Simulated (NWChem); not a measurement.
System: CH7BGe; SMILES C[BH][GeH3]

NWChem input:

```
start job
memory heap 200 mb stack 900 mb global 1100 mb
geometry units angstroms noautosym nocenter noautoz
  B     -0.607114     1.112777     0.034316
  Ge     0.055642    -0.857143    -0.021317
  H     -0.500191    -1.570500    -1.284938
  H      1.598646    -1.016866    -0.057600
  H     -0.464658    -1.676744     1.190094
  H     -1.787475     1.281030     0.162233
  C      0.329162     2.359730    -0.018950
  H      0.437783     2.673841     1.037130
  H     -0.117714     3.222291    -0.529348
  H      1.341478     2.189196    -0.398540
end
basis spherical
  B library sto-3g
  Ge library sto-3g
  H library sto-3g
  C library sto-3g
end
dft
  xc hfexch
  iterations 150
end
property
  shielding
end
task dft property
```

Output (shortened):

```
             Northwest Computational Chemistry Package (NWChem) 7.3.0
             --------------------------------------------------------

                             Geometry "geometry" -> ""
                             -------------------------

 Output coordinates in angstroms (scale by  1.889725989 to convert to a.u.)

  No.       Tag          Charge          X              Y              Z
 ---- ---------------- ---------- -------------- -------------- --------------
    1 B                    5.0000    -0.60711400     1.11277700     0.03431600
    2 Ge                  32.0000     0.05564200    -0.85714300    -0.02131700
    3 H                    1.0000    -0.50019100    -1.57050000    -1.28493800
    4 H                    1.0000     1.59864600    -1.01686600    -0.05760000
    5 H                    1.0000    -0.46465800    -1.67674400     1.19009400
    6 H                    1.0000    -1.78747500     1.28103000     0.16223300
    7 C                    6.0000     0.32916200     2.35973000    -0.01895000
    8 H                    1.0000     0.43778300     2.67384100     1.03713000
    9 H                    1.0000    -0.11771400     3.22229100    -0.52934800
   10 H                    1.0000     1.34147800     2.18919600    -0.39854000

 Effective nuclear repulsion energy (a.u.)     159.2461878948

  xc_inp: hfexch multiplicative factor not found.
                              NWChem Property Module
                              ----------------------

  itol2e modified to match energy
  convergence criterion.

                                 NWChem DFT Module
                                 -----------------

 Summary of "ao basis" -> "ao basis" (spherical)
 ------------------------------------------------------------------------------
       Tag                 Description            Shells   Functions and Types
 ---------------- ------------------------------  ------  ---------------------
 B                           sto-3g                  3        5   2s1p
 Ge                          sto-3g                  8       18   4s3p1d
 H                           sto-3g                  1        1   1s
 C                           sto-3g                  3        5   2s1p

  itol2e modified to match energy
  convergence criterion.

            General Information
            -------------------
          SCF calculation type: DFT
          Wavefunction type:  closed shell.
          No. of atoms     :    10
          No. of electrons :    50
           Alpha electrons :    25
            Beta electrons :    25
          Charge           :     0
          Spin multiplicity:     1
          Use of symmetry is: off; symmetry adaption is: off
          Maximum number of iterations: 150
          AO basis - number of functions:    35
                     number of shells:    21
          Convergence on energy requested:  1.00D-07
          Convergence on density requested:  1.00D-05
          Convergence on gradient requested:  5.00D-04

              XC Information
              --------------
                     Hartree-Fock (Exact) Exchange  1.000

      Superposition of Atomic Density Guess
      -------------------------------------

 Sum of atomic energies:       -2116.22358728

      Non-variational initial energy
      ------------------------------

 Total energy =   -2116.367108
 1-e energy   =   -3291.016809
 2-e energy   =    1015.403513
 HOMO         =      -0.131491
 LUMO         =       0.199037

   convergence    iter        energy       DeltaE   RMS-Dens  Diis-err
 ---------------- ----- ----------------- --------- --------- ---------
 d= 0,ls=0.0,diis     1  -2117.5661480633 -2.28D+03  1.41D-02  1.22D-01
 d= 0,ls=0.0,diis     2  -2117.5972912813 -3.11D-02  4.22D-03  8.24D-03
 d= 0,ls=0.0,diis     3  -2117.5995710080 -2.28D-03  6.83D-04  1.95D-04
 d= 0,ls=0.0,diis     4  -2117.5996263739 -5.54D-05  8.64D-05  3.19D-06
 d= 0,ls=0.0,diis     5  -2117.5996273602 -9.86D-07  1.01D-05  5.49D-08
 d= 0,ls=0.0,diis     6  -2117.5996273769 -1.67D-08  2.83D-06  3.74D-09

         Total DFT energy =    -2117.599627376899
      One electron energy =    -3286.859446110350
           Coulomb energy =     1100.332355639911
    Exchange-Corr. energy =      -90.318724801250
 Nuclear repulsion energy =      159.246187894790

 Numeric. integr. density =        0.000000000000

                       DFT Final Molecular Orbital Analysis
                       ------------------------------------

 Vector   23  Occ=2.000000D+00  E=-3.954303D-01
              MO Center= -2.6D-01, -1.3D+00, -1.3D-01, r^2= 2.1D+00
   Bfn.  Coefficient  Atom+Function         Bfn.  Coefficient  Atom+Function
  ----- ------------  ---------------      ----- ------------  ---------------
    24     -0.487353   3 H  s                18      0.483912   2 Ge pz
    26      0.431247   5 H  s                14     -0.179757   2 Ge pz
    20      0.137748   2 Ge d -1             22     -0.098752   2 Ge d  1
    16      0.059348   2 Ge px               25      0.058552   4 H  s
    10      0.055538   2 Ge pz                5      0.040213   1 B  pz

 Vector   24  Occ=2.000000D+00  E=-3.865441D-01
              MO Center=  4.2D-01, -7.3D-01,  5.2D-02, r^2= 3.1D+00
   Bfn.  Coefficient  Atom+Function         Bfn.  Coefficient  Atom+Function
  ----- ------------  ---------------      ----- ------------  ---------------
    25      0.506852   4 H  s                16      0.423498   2 Ge px
    26     -0.302795   5 H  s                24     -0.210095   3 H  s
    27      0.183266   6 H  s                 3     -0.165045   1 B  px
    12     -0.157033   2 Ge px               31      0.144386   7 C  py
    17      0.127063   2 Ge py               23     -0.117186   2 Ge d  2

 Vector   25  Occ=2.000000D+00  E=-3.306748D-01
              MO Center= -2.5D-01,  2.9D-01, -1.1D-02, r^2= 2.8D+00
   Bfn.  Coefficient  Atom+Function         Bfn.  Coefficient  Atom+Function
  ----- ------------  ---------------      ----- ------------  ---------------
    17     -0.473015   2 Ge py                4      0.438875   1 B  py
    27      0.229127   6 H  s                31     -0.215797   7 C  py
     3     -0.196538   1 B  px               24      0.177394   3 H  s
    13      0.169872   2 Ge py               34     -0.168689   9 H  s
    26      0.164922   5 H  s                 2     -0.156815   1 B  s

 Vector   26  Occ=0.000000D+00  E= 2.378486D-01
              MO Center= -5.3D-01,  1.0D+00,  3.8D-02, r^2= 1.7D+00
   Bfn.  Coefficient  Atom+Function         Bfn.  Coefficient  Atom+Function
  ----- ------------  ---------------      ----- ------------  ---------------
     5      0.931982   1 B  pz               33     -0.248038   8 H  s
    24      0.228852   3 H  s                26     -0.201212   5 H  s
    18      0.192541   2 Ge pz               34      0.150432   9 H  s
     3      0.099766   1 B  px               35      0.082827  10 H  s
    20     -0.066871   2 Ge d -1             14     -0.046654   2 Ge pz

[...]

          -----------------------------------------
          Chemical Shielding Tensors (GIAO, in ppm)
          -----------------------------------------

                                NWChem CPHF Module
                                ------------------

  scftype          =     RHF
  nclosed          =       25
  nopen            =        0
  variables        =      250
  # of vectors     =        3
  tolerance        = 0.10D-03
  level shift      = 0.00D+00
  max iterations   =       50
  max subspace     =       30

 SCF residual:    2.4123725045317587E-005

Iterative solution of linear equations
  No. of variables      250
  No. of equations        3
  Maximum subspace       30
        Iterations       50
       Convergence  1.0D-04

   iter   nsub   residual    time
   ----  ------  --------  ---------
     1      3    1.99D+00       2.1
     2      6    5.82D-01       2.4
     3      9    6.24D-02       2.6
     4     12    9.02D-03       2.9
     5     15    6.71D-04       3.1
     6     18    1.50D-04       3.4
     7     21    2.34D-05       3.6

      Atom:    1  B
        Diamagnetic
    192.3009      0.4233     -0.2487
      0.4233    205.2702      0.3071
     -0.2487      0.3071    186.7783

        Paramagnetic
   -284.2643    -22.9032     29.1382
    -22.9032   -209.4156      4.8146
     29.1382      4.8146    -22.5946

        Total Shielding Tensor
    -91.9634    -22.4799     28.8894
    -22.4799     -4.1454      5.1218
     28.8894      5.1218    164.1837

           isotropic =      22.6916
          anisotropy =     217.1248

          Principal Components and Axis System
                 1           2           3
              167.4415   -100.6224      1.2558

      1         0.1094      0.9667     -0.2314
      2         0.0153      0.2311      0.9728
      3         0.9939     -0.1099      0.0104

      Atom:    2  Ge
        Diamagnetic
   2732.5118     -0.7895     -0.0351
     -0.7895   2736.8125      0.1461
     -0.0351      0.1461   2732.4044

        Paramagnetic
   -263.1338     15.3400     -4.0565
     15.3400   -297.6480      0.0807
     -4.0565      0.0807   -293.8129

        Total Shielding Tensor
   2469.3780     14.5505     -4.0916
     14.5505   2439.1646      0.2268
     -4.0916      0.2268   2438.5915

           isotropic =    2449.0447
          anisotropy =      39.8603

          Principal Components and Axis System
                 1           2           3
             2475.6182   2438.7680   2432.7479

      1         0.9243     -0.0234     -0.3809
      2         0.3683      0.3159      0.8744
      3        -0.0999      0.9485     -0.3006

      Atom:    3  H
        Diamagnetic
     27.4711      3.1111      5.3758
      3.1111     30.7669      7.6067
      5.3758      7.6067     37.6710

        Paramagnetic
      1.2946     -0.3169     -0.9562
     -0.3169     -0.6652     -1.0976
     -0.9562     -1.0976     -1.0564

        Total Shielding Tensor
     28.7657      2.7942      4.4196
      2.7942     30.1017      6.5091
      4.4196      6.5091     36.6146

           isotropic =      31.8273
          anisotropy =      16.1753

          Principal Components and Axis System
                 1           2           3
               42.6109     26.7948     26.0763

      1         0.3533      0.9332     -0.0663
      2         0.4927     -0.1253      0.8611
      3         0.7952     -0.3369     -0.5041

      Atom:    4  H
        Diamagnetic
     44.0135     -2.8128     -0.4862
     -2.8128     27.0597      0.1012
     -0.4862      0.1012     24.9768

        Paramagnetic
     -2.3457      1.2084      0.0621
      1.2084      0.7737     -0.1582
      0.0621     -0.1582      0.8345

        Total Shielding Tensor
     41.6678     -1.6044     -0.4241
     -1.6044     27.8334     -0.0570
     -0.4241     -0.0570     25.8113

           isotropic =      31.7708
          anisotropy =      15.1370

          Principal Components and Axis System
                 1           2           3
               41.8622     27.6557     25.7947

      1         0.9932      0.1119      0.0320
      2        -0.1135      0.9921      0.0531
      3        -0.0258     -0.0564      0.9981

      Atom:    5  H
        Diamagnetic
     27.2050      3.3047     -4.8405
      3.3047     32.0742     -8.2025
     -4.8405     -8.2025     36.6618

        Paramagnetic
      1.3603     -0.4922      0.7284
     -0.4922     -0.9525      1.1829
      0.7284      1.1829     -1.0214

        Total Shielding Tensor
     28.5653      2.8125     -4.1121
      2.8125     31.1217     -7.0196
     -4.1121     -7.0196     35.6404

           isotropic =      31.7758
          anisotropy =      16.1329

          Principal Components and Axis System
                 1           2           3
               42.5311     26.8139     25.9823

      1        -0.3359      0.9279      0.1618
      2        -0.5522     -0.3332      0.7642
      3         0.7630      0.1673      0.6243

      Atom:    6  H
        Diamagnetic
     37.8338     -2.5278     -1.0890
     -2.5278     29.4931      0.2677
     -1.0890      0.2677     26.2409

        Paramagnetic
    -22.3767      1.8805      2.5881
      1.8805     -0.7165     -0.2019
      2.5881     -0.2019      1.3975

        Total Shielding Tensor
     15.4571     -0.6472      1.4991
     -0.6472     28.7766      0.0657
      1.4991      0.0657     27.6384

           isotropic =      23.9574
          anisotropy =       7.2760

          Principal Components and Axis System
                 1           2           3
               28.8080     27.8200     15.2441

      1        -0.0492      0.1197      0.9916
      2         0.9988      0.0128      0.0480
      3        -0.0069      0.9927     -0.1202

      Atom:    7  C
        Diamagnetic
    244.9120      4.4267     -0.2102
      4.4267    251.2399     -0.2323
     -0.2102     -0.2323    241.4410

        Paramagnetic
    -29.4166      2.0143      0.5277
      2.0143    -25.5513     -2.0942
      0.5277     -2.0942     -0.9219

        Total Shielding Tensor
    215.4954      6.4410      0.3174
      6.4410    225.6886     -2.3265
      0.3174     -2.3265    240.5191

           isotropic =     227.2344
          anisotropy =      20.4905

          Principal Components and Axis System
                 1           2           3
              240.8947    228.4902    212.3182

      1        -0.0291      0.4416      0.8968
      2        -0.1632      0.8830     -0.4401
      3         0.9862      0.1591     -0.0464

      Atom:    8  H
        Diamagnetic
     25.5614      1.8265      2.0428
      1.8265     29.8561      5.0938
      2.0428      5.0938     36.4274

        Paramagnetic
      3.0417     -2.5101     -0.7833
     -2.5101      0.7259     -1.0201
     -0.7833     -1.0201      1.9538

        Total Shielding Tensor
     28.6030     -0.6835      1.2596
     -0.6835     30.5819      4.0737
      1.2596      4.0737     38.3812

           isotropic =      32.5221
          anisotropy =      11.5018

          Principal Components and Axis System
                 1           2           3
               40.1900     29.8185     27.5577

      1         0.0773     -0.6550      0.7517
      2         0.3845      0.7152      0.5836
      3         0.9199     -0.2439     -0.3071

      Atom:    9  H
        Diamagnetic
     27.1121     -3.2559      2.2343
     -3.2559     37.0534     -5.5752
      2.2343     -5.5752     27.9190

        Paramagnetic
      2.4788     -0.2672     -0.5103
     -0.2672     -2.0973      1.1475
     -0.5103      1.1475      2.0513

        Total Shielding Tensor
     29.5910     -3.5231      1.7240
     -3.5231     34.9561     -4.4278
      1.7240     -4.4278     29.9703

           isotropic =      31.5058
          anisotropy =      11.4616

          Principal Components and Axis System
                 1           2           3
               39.1468     28.0908     27.2797

      1        -0.3791      0.8645      0.3301
      2         0.8036      0.1306      0.5807
      3        -0.4589     -0.4854      0.7441

      Atom:   10  H
        Diamagnetic
     37.6219      0.6702     -4.7680
      0.6702     28.8990      0.0644
     -4.7680      0.0644     25.9121

        Paramagnetic
     -3.1855     -1.5974      1.3535
     -1.5974      1.9945      0.0378
      1.3535      0.0378      2.4634

        Total Shielding Tensor
     34.4364     -0.9272     -3.4145
     -0.9272     30.8934      0.1022
     -3.4145      0.1022     28.3756

           isotropic =      31.2351
          anisotropy =       7.3306

          Principal Components and Axis System
                 1           2           3
               36.1222     30.7632     26.8200

      1         0.9013      0.1233      0.4153
      2        -0.1676      0.9832      0.0718
      3        -0.3995     -0.1343      0.9069
```

Level: Hartree-Fock/STO-3G, GIAO. STO-3G and 3-21G are far too small for this property and stand as cheap habits. Coordinates come from a B3LYP/6-31G* (spherical d) optimisation. The printed shielding anisotropy is the first printed principal value minus the mean of the other two.
